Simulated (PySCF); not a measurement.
C4H4O2, SMILES Oc1ccco1. Heavy atoms are numbered as in [OH:1][c:2]1[cH:3][cH:4][cH:5][o:6]1. Hydrogens are named by the atom that carries them.

The structure is a stationary point at PBE0-D3(BJ)/def2-SVP. One conformer was computed; it need not be the lowest.

Level of theory: PySCF with PBE/pcSseg-1.

GIAO shieldings, no solvent; atoms alike by connectivity are averaged. δ = σ(ref) − σ: ¹⁷O against H2O (σ = 334.3 ppm); ¹³C against TMS (σ = 182.0 ppm); ¹H against TMS (σ = 31.49 ppm), references at their B3LYP-D3(BJ)/def2-TZVP geometries, non-relativistic.

```csv
nucleus,atoms,count,δ (ppm)
¹⁷O,O6,1,288.5
¹⁷O,O1 (OH),1,119.5
¹³C,C2,1,163.1
¹³C,C5 (CH),1,133.4
¹³C,C4 (CH),1,116.1
¹³C,C3 (CH),1,83.1
¹H,H on C5,1,6.92
¹H,H on C4,1,6.45
¹H,H on C3,1,5.24
¹H,H on O1,1,4.23
```
